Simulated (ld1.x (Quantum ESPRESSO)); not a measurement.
**Before and after: TM potential for Sb**

ld1.x (Quantum ESPRESSO) 7.5 input, shortened:

```
&input
   title='Sb', zed=51., rel=1, dft='PBESOL', iswitch=3,
   config='[Kr] 4d10 5s2 5p3 5d-2'
 /
 &inputp
   pseudotype=2, tm=.true., lloc=0,
   nlcc=.true., new_core_ps=.true., rcore=0.70
 /
3
5P  2  1   3.00   0.00  2.60  2.60  0.0
5D  3  2  -2.00  -0.05  2.35  2.35  0.0
5S  1  0   2.00   0.00  1.50  1.50  0.0
 &test
   configts(1)='5s2 5p3'
 /
```

Change: wave 5s (bound): rc 1.50 bohr becomes 5s (bound): rc 1.76 bohr.

Cutoffs: the cutoffs (Ry, on a coarse ladder) from which the occupation-weighted sum of valence levels, in a spherical-Bessel basis at the reference potential, stays within 10 and 1 mRy of its value at 400 Ry; they do not see the model core or the augmentation charge, which bear on the density cutoff. Errors are all-electron minus pseudo energies relative to the spin-unpolarised reference configuration.

Q: How do hardness, ghosts and transferability respond?

A: The potential gets softer (50 Ry and 110 Ry → 25 Ry and 45 Ry); both files keep a bound ghost (d); of the 7 tests that both files solve, the error grows in 0 and shrinks in 2 by more than 15 % and 0.3 meV (median size 30.3 → 24.5 meV). A larger radius leaves more room for a smooth pseudo-wave, so fewer plane waves are needed.

| quantity | base | changed |
| --- | --- | --- |
| cutoff, loose | 50 Ry | 25 Ry |
| cutoff, tight | 110 Ry | 45 Ry |
| loose cutoff by channel (10 mRy a level) | p 10 Ry, s 35 Ry | p 8 Ry, s 18 Ry |
| bound ghosts | d | d |
| error for 5s2 5p2, meV [ΔE 8.34 eV] | -5.6 | -5.5 |
| error for 5s2 5p1, meV [ΔE 24.36 eV] | -36 | -38 |
| error for 5s2 5p0, meV [ΔE 48.80 eV] | -131 | -150 |
| error for 5s1 5p4, meV [ΔE 8.14 eV] | -17 | -11 |
| error for 5s2 5p3.3, meV [ΔE -1.16 eV] | +0.2 | +0.2 |
| error for 5s1 5p3, meV [ΔE 17.11 eV] | -30 | -25 |
| error for 5s1 5p0, meV [ΔE 93.13 eV] | -482 | -524 |
| s: phases at 2.86 bohr within 0.05 rad from the reference energy up to (Ry; the scan ends near 5) | 1.0 | 1.7 |
| p: phases at 2.86 bohr within 0.05 rad from the reference energy up to (Ry; the scan ends near 5) | 3.5 | 2.7 |
| d: phases at 2.86 bohr within 0.05 rad from the reference energy up to (Ry; the scan ends near 5) | 0.6 | 0.6 |

 A true bound ghost makes a file unfit for plane-wave use even where its test errors are small: the radial tests pick states by their node count and pass the ghost by.
